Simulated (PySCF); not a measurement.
Spectrum to structure. The calculation used TDDFT CAM-B3LYP/def2-SVPD, vertical, gas phase, core orbitals frozen in the response (PySCF). Geometries: GFN2-xTB, one conformer each.

```csv
state,E (eV),f,"main configurations (H = HOMO, L = LUMO)"
S1,4.60,0.053,H→L (93%)
S2,5.38,0.0031,H→L+1 (84%)
S3,5.57,0.194,"H→L+2 (86%), H-1→L (9%)"
S4,6.06,0.0097,H→L+3 (80%)
S5,6.37,0.0009,H→L+4 (84%)
S6,6.58,0.0032,"H→L+5 (77%), H→L+7 (12%)"
S7,6.87,0.557,"H-1→L (82%), H→L+2 (8%)"
S8,7.00,0.128,"H-1→L+2 (59%), H-2→L (27%)"
```

**Question.** Which structure fits? All have the formula C7H8FN.
A. `C#CC1=C(F)N(C)CC1`
B. `NCc1ccccc1F`
C. `c1cc(ccc1NC)F`

**Answer.** C. Its S1, at 4.60 eV, is the lowest among the candidates; the nearest of the others has S1 at 4.92 eV. S1 is HOMO→LUMO (93%). Löwdin shares by element: HOMO carbon 36% or more, nitrogen 27% (atoms not listed hold the other 37%); LUMO carbon 70% or more (atoms not listed hold the other 30%). At the same level the other candidates give, for their lowest levels:
- `NCc1ccccc1F`: 5.47 eV (f 0.011); 6.18 eV (f 0.009); 6.50 eV (f 0.023); 6.57 eV (f 0.004); 6.82 eV (f 0.002); T1 4.14 eV; HOMO -8.40, LUMO 0.63 eV
- `C#CC1=C(F)N(C)CC1`: 4.92 eV (f 0.288); 5.24 eV (f 0.115); 5.43 eV (f 0.051); 5.93 eV (f 0.002); 6.04 eV (f 0.023); T1 3.22 eV; HOMO -6.74, LUMO 0.90 eV

Shape of the structure used: `[CH3:1][NH:2][c:3]1[cH:4][cH:5][c:6]([F:7])[cH:8][cH:9]1`: C1–N2–C3–C4 -16°.
Triplets come from the Tamm–Dancoff approximation.
